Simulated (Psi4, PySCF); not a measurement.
Relaxed torsion scan: C5H8O2Si, SMILES C#CC[SiH2]C(OC)=O. Scanned: dihedral C3–Si4–C5–O6; all other coordinates were relaxed at GFN2-xTB. Points at φ and −φ are mirror images. Heavy atoms are numbered in the order of the SMILES C#CC[SiH2]C(=O)OC, hydrogens after them in the order of the atoms that carry them; the mirror image has the same energies with the sign of each dihedral reversed.

- RKS-B3LYP/3-21G = PySCF 2.14.0 with restricted B3LYP/3-21G, density fitting // GFN2-xTB
- RKS-BP86/6-31G* = restricted BP86/6-31G*, spherical d, density fitting // GFN2-xTB in PySCF 2.14.0
- RKS-B3LYP/6-31G* = restricted B3LYP/6-31G*, spherical d, density fitting // GFN2-xTB (PySCF 2.14.0)
- PBE-D3(BJ)/def2-SVP // GFN2-xTB (Psi4)

Energies relative to the lowest point of each profile, in kcal/mol; the last columns give the difference from PBE-D3(BJ):

| φ / ° | RKS-B3LYP/3-21G | RKS-BP86/6-31G* | RKS-B3LYP/6-31G* | PBE-D3(BJ)/def2-SVP | RKS-B3LYP/3-21G − PBE-D3(BJ)/def2-SVP | RKS-BP86/6-31G* − PBE-D3(BJ)/def2-SVP | RKS-B3LYP/6-31G* − PBE-D3(BJ)/def2-SVP |
|---|---|---|---|---|---|---|---|
| -160 | 0.24 | 0.48 | 0.47 | 0.35 | -0.12 | 0.13 | 0.12 |
| -140 | 0.30 | 0.58 | 0.53 | 0.53 | -0.23 | 0.05 | 0.00 |
| -120 | 0.51 | 0.74 | 0.70 | 0.82 | -0.31 | -0.07 | -0.12 |
| -100 | 0.77 | 0.87 | 0.88 | 1.08 | -0.31 | -0.21 | -0.21 |
| -80 | 0.92 | 0.79 | 0.86 | 1.08 | -0.16 | -0.29 | -0.22 |
| -60 | 0.85 | 0.49 | 0.59 | 0.73 | 0.12 | -0.24 | -0.14 |
| -40 | 0.53 | 0.21 | 0.28 | 0.33 | 0.20 | -0.12 | -0.05 |
| -20 | 0.16 | 0.05 | 0.07 | 0.07 | 0.09 | -0.02 | 0.00 |
| 0 | 0.00 | 0.00 | 0.00 | 0.00 | 0.00 | 0.00 | 0.00 |
| 20 | 0.16 | 0.05 | 0.07 | 0.07 | 0.09 | -0.02 | 0.00 |
| 40 | 0.53 | 0.21 | 0.28 | 0.33 | 0.20 | -0.12 | -0.05 |
| 60 | 0.85 | 0.49 | 0.59 | 0.73 | 0.12 | -0.24 | -0.14 |
| 80 | 0.92 | 0.79 | 0.86 | 1.08 | -0.16 | -0.29 | -0.22 |
| 100 | 0.77 | 0.87 | 0.88 | 1.08 | -0.31 | -0.21 | -0.21 |
| 120 | 0.51 | 0.74 | 0.70 | 0.82 | -0.31 | -0.07 | -0.12 |
| 140 | 0.30 | 0.58 | 0.53 | 0.53 | -0.23 | 0.05 | 0.00 |
| 160 | 0.24 | 0.48 | 0.47 | 0.35 | -0.12 | 0.13 | 0.12 |
| 180 | 0.23 | 0.45 | 0.46 | 0.30 | -0.06 | 0.15 | 0.16 |

RKS-B3LYP/3-21G is furthest from PBE-D3(BJ)/def2-SVP at -100 (-0.31 kcal/mol, below); its mean absolute difference over the points is 0.17 kcal/mol.

RKS-BP86/6-31G* is furthest from PBE-D3(BJ)/def2-SVP at -80 (-0.29 kcal/mol, below); its mean absolute difference over the points is 0.14 kcal/mol.

RKS-B3LYP/6-31G* is furthest from PBE-D3(BJ)/def2-SVP at -80 (-0.22 kcal/mol, below); its mean absolute difference over the points is 0.10 kcal/mol.
